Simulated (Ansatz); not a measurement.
A structure relaxed at PBE-D4/def2-SVP in Ansatz, charge 0, singlet:

Cartesian coordinates in Å:
```
C -3.512 2.358 3.796
C -2.555 3.265 3.002
C -3.068 4.723 3.061
C -1.154 3.172 3.650
C -2.469 2.846 1.529
C -3.296 1.842 0.987
C -3.183 1.429 -0.347
C -2.225 2.067 -1.137
I -1.912 1.307 -3.101
C -0.417 -0.212 -2.908
C -0.808 -1.510 -2.563
C 0.190 -2.490 -2.530
C 1.544 -2.193 -2.808
C 2.598 -3.312 -2.791
C 2.521 -4.116 -1.473
C 4.028 -2.758 -2.929
C 2.308 -4.252 -3.986
C 1.874 -0.859 -3.115
C 0.904 0.152 -3.166
C -1.384 3.081 -0.667
C -1.530 3.463 0.671
H -4.556 2.423 3.428
H -3.521 2.674 4.859
H -3.179 1.302 3.757
H -3.133 5.060 4.116
H -4.077 4.814 2.609
H -2.390 5.418 2.526
H -0.750 2.146 3.567
H -0.422 3.850 3.170
H -1.226 3.455 4.720
H -4.020 1.318 1.623
H -3.795 0.599 -0.722
H -1.842 -1.758 -2.291
H -0.105 -3.511 -2.250
H 2.719 -3.472 -0.597
H 3.276 -4.928 -1.489
H 1.530 -4.588 -1.325
H 4.756 -3.592 -2.884
H 4.185 -2.238 -3.896
H 4.271 -2.054 -2.108
H 2.366 -3.705 -4.949
H 1.299 -4.706 -3.913
H 3.050 -5.077 -4.013
H 2.917 -0.571 -3.300
H 1.196 1.188 -3.374
H -0.597 3.524 -1.290
H -0.851 4.233 1.064
O 1.625 1.748 -0.734
S 1.111 1.115 0.505
O 1.032 1.916 1.747
N -0.210 0.257 0.082
S -0.985 -0.671 1.176
O -2.041 -1.407 0.441
O -1.303 -0.060 2.488
C 0.359 -1.950 1.576
F -0.050 -2.724 2.603
F 0.530 -2.735 0.482
C 1.726 -1.306 1.958
F 1.590 -0.691 3.153
F 2.633 -2.322 2.094
C 2.323 -0.284 0.942
F 3.442 0.247 1.476
F 2.658 -0.943 -0.199
```

Q: Give its formula, name or SMILES.

A: bis(4-tert-butylphenyl)iodonium cyclic bis(sulfonyl)imide, `CC(C)(C)c1ccc([I+]c2ccc(C(C)(C)C)cc2)cc1.O=S1(=O)[N-]S(=O)(=O)C(F)(F)C(F)(F)C1(F)F`.

Q: Summarise the bond lengths by kind (pairs closer than 1.2 times the sum of covalent radii, bridged metal pairs left out).

A: 22 × C–C 1.39 to 1.56 Å; 6 × C–F 1.35 to 1.37 Å; 4 × O–S 1.48 Å; 2 × C–I 2.13 to 2.14 Å; 2 × C–S 1.90 Å; 2 × N–S 1.63 Å; 26 × C–H 1.10 to 1.11 Å.

In the def2 sets I takes a core potential; there is no spin–orbit coupling. Single mean-field runs in def2-SVP are fitted with def2-universal-jkfit. In the singlet geometry the species has come apart into loosely held pieces.
